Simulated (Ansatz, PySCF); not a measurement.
Gas-phase reaction in SMILES: CCOC [methoxyethane] → [CH2]COC + H atom (the C-H bond at the site shown breaks; other sites are not compared here)
Structures are relaxed separately at B3LYP-D3(BJ)/def2-TZVP in Ansatz (a quantum-chemistry and plane-wave program), one conformer each, not searched for the lowest.

Quantity: bond dissociation energy (enthalpy at 298 K, with B3LYP-D3(BJ) rigid-rotor harmonic-oscillator terms from PySCF), in kcal/mol. Cores are frozen in the correlated levels unless marked. Open shells are spin-unrestricted. Spin-orbit coupling is left out. No relativistic terms. CBS marks a two-point X^-3 extrapolation of the correlation energy; Hartree-Fock from the larger set. The bracket is a focal-point correction in the basis named.

RI-MP2/CBS(cc-pVTZ,cc-pVQZ)+[CCSD(T)-MP2]/cc-pVDZ (Ansatz) gives 103.6 kcal/mol.

### Question
Another calculation gave 96.6 kcal/mol. Which level was it?
A. B3LYP/def2-TZVPD (Ansatz)
B. SVWN5/def2-TZVPD (Ansatz)
C. HF/def2-TZVPD (PySCF)
D. r2SCAN0/def2-TZVPD (Ansatz)

### Answer
D, r2SCAN0/def2-TZVPD (Ansatz). The others give 110.0 (SVWN5), 99.6 (B3LYP), 76.1 (HF) kcal/mol.
